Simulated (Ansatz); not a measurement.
Ansatz (a first-principles code) input:

Ansatz 0.2 input:
```yaml
crystal:
  periodic: [false, false, false]
  atoms:
    - {symbol: C, position_ang: [2.79441687, 0.82361117, 0.11889464]}
    - {symbol: C, position_ang: [1.64247629, 0.35923602, 0.58647393]}
    - {symbol: Se, position_ang: [0.31743099, -0.50261675, -0.47748304]}
    - {symbol: C, position_ang: [-1.26877630, 0.03693766, 0.59846090]}
    - {symbol: C, position_ang: [-2.46492435, -0.75587317, 0.09199237]}
    - {symbol: C, position_ang: [-1.49420227, 1.53894535, 0.54263206]}
    - {symbol: H, position_ang: [3.53938225, 1.23048127, 0.79171602]}
    - {symbol: H, position_ang: [3.03931810, 0.80584690, -0.93571699]}
    - {symbol: H, position_ang: [1.41265377, 0.39297859, 1.64615366]}
    - {symbol: H, position_ang: [-1.03090011, -0.27047452, 1.61820852]}
    - {symbol: H, position_ang: [-3.35207701, -0.50425646, 0.67832325]}
    - {symbol: H, position_ang: [-2.29872754, -1.83060396, 0.16951844]}
    - {symbol: H, position_ang: [-2.68028976, -0.51658364, -0.95177177]}
    - {symbol: H, position_ang: [-0.62124737, 2.09160744, 0.88954375]}
    - {symbol: H, position_ang: [-2.34378688, 1.81374564, 1.17570033]}
    - {symbol: H, position_ang: [-1.71092064, 1.85908592, -0.47797524]}
basis:
  gaussian:
    orbitals: def2-TZVPD
hamiltonian:
  xc: {name: BHLYP}
magnetization: {spin_polarized: true, initial_magnetization: 2}
```

Task: Predict the final energy.

Result: -2597.86797 Eh (BHLYP/def2-TZVPD). The basis has 332 functions.

This state (charge 0, triplet) is run at the relaxed geometry of the species with charge 0 and multiplicity 1, and is a spin state other than that species' own.
